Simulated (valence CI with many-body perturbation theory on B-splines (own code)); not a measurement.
**Sn XIX in brief**

Level of theory: valence CI with perturbative core correlation (CI+MBPT): four valence electrons over a frozen Dirac-Fock core [Ar] 3d10, radial functions for each j: 11 s, 11 p, 10 d, 8 f, 5 g, 2 h, with the one-electron correlation potential Σ1, the two-electron term Σ2, the three-electron term Σ3, Breit, model QED; selected CI, second order for the rest, scaled by the run's own slope (own B-spline code, finite nucleus).

No measured spectrum was set against this ion. As an estimate, levels hold to about 250 cm⁻¹ or 0.2 % of their energy and the worst to 1 %, as in measured heavy ions of charge 2 to 7; those with d or f electrons hold less well. Among the levels kept, up to 560 cm⁻¹ of a level comes from second order outside the variational space, and about a tenth of that is noise between levels of different J, which matters for small intervals.

Levels are named by their leading jj configuration (3d3/2^4 stands for four electrons in 3d with j = 3/2), which in mixed levels can hold well under half, so a name can repeat and another be missing.

Rates and lifetimes use the calculated energies. Strong lines usually hold to 10 to 20 %, long lifetimes can be off by a factor of two.

Q: What is the ground level?

A: (4s^2 4p1/2^2) J=0, composition 80 % 4s2.4p2 3P + 18 % 4s2.4p2 1S.

Q: Where does the other parity begin?

A: At (4s 4p1/2^2 4p3/2) J=2, 387140 cm⁻¹.

Q: How well does LS coupling describe the low levels?

A: Among the lowest 20 levels the leading LS term, summed over configurations, holds 71 % on average. For single configurations the figures are 68 % in LS and 83 % in jj coupling. Terms mix most in the J = 2 level at 546360 cm⁻¹, where the leading one holds 45 %.

Q: What is the ionisation energy?

A: 507.33 eV; NIST lists 506 ± 3 eV (theoretical).

Q: Among levels below 1732000 cm⁻¹, which E1 lines absorb most strongly from the ground level?

A: to (4s^2 4p1/2 4d3/2) J=1 at 13.80 nm, f = 1.73; to (4s 4p1/2^2 4p3/2) J=1 at 22.10 nm, f = 0.339; to (4s^2 4p1/2 5s) J=1 at 6.106 nm, f = 0.195.
